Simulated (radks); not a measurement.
Results of a calculation; reference values are marked as such.
Polarisability of the silicon ion Si3+, [Ne] 3s1, at imaginary frequency. Level of theory: scalar-relativistic Kohn-Sham, LDA (Slater exchange, Perdew-Wang correlation), spin-unpolarised, spherical densities, finite nucleus; Fermi nuclear charge, rms radius 3.1224 fm (a radial shooting solver on a logarithmic mesh with Libxc functionals). Response by self-consistent Sternheimer equations with the Hartree and adiabatic LDA kernel, the relativistic mass of each level held fixed and spin-orbit coupling left out.

w (hartree),alpha1(iw) (bohr^3),alpha2(iw) (bohr^5)
0.00266,6.246,12.70
0.0143,6.236,12.69
0.0360,6.184,12.67
0.0697,6.022,12.58
0.118,5.644,12.37
0.186,4.947,11.92
0.280,3.930,11.07
0.413,2.778,9.628
0.605,1.763,7.576
0.892,1.037,5.204
1.35,0.5906,3.055
2.12,0.3372,1.523
3.59,0.1908,0.6362
6.94,0.09079,0.2078
17.5,0.02345,0.03978

Static values: alpha1 = 6.246 bohr^3 (0.9256 angstrom^3; uncoupled 7.911), alpha2 = 12.70 bohr^5, alpha3 = 49.33 bohr^7. C6 = 11.15, C8 = 151.5, triple-dipole C9 = 50.47 atomic units. One-pole (London) frequency 4 C6 / (3 alpha1^2) = 0.381 hartree, against 1.459 for minus the highest occupied eigenvalue.
